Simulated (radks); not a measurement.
Question: The phosphorus ion P2.75+, configuration [Ne] 3p(up 0.5, down 0.5) 3s(up 0.75, down 0.5) (fractional occupations, a model configuration). Calculated with a radial shooting solver on a logarithmic mesh with Libxc functionals: scalar-relativistic Kohn-Sham, PBE, spin-polarised, spherical densities, point nucleus. Some entries of the table are withheld. Estimate them.

| orbital | occ. | eigenvalue (hartree) | <1/r> (bohr^-1) |
|---|---|---|---|
| 1s up | 1 | -77.94007 | 14.65 |
| 1s down | 1 | -77.93815 | 14.65 |
| 2s up | 1 | -7.69856 | (1) |
| 2s down | 1 | -7.69586 | (2) |
| 2p up | 3 | -5.88293 | 2.718 |
| 2p down | 3 | -5.88026 | 2.718 |
| 3s up | 0.75 | -1.59111 | 0.8164 |
| 3s down | 0.5 | -1.57456 | 0.8160 |
| 3p up | 0.5 | -1.21754 | 0.7241 |
| 3p down | 0.5 | -1.20199 | 0.7222 |

Answer: 
(1) 2s up <1/r> (bohr^-1): 2.827
(2) 2s down <1/r> (bohr^-1): 2.828
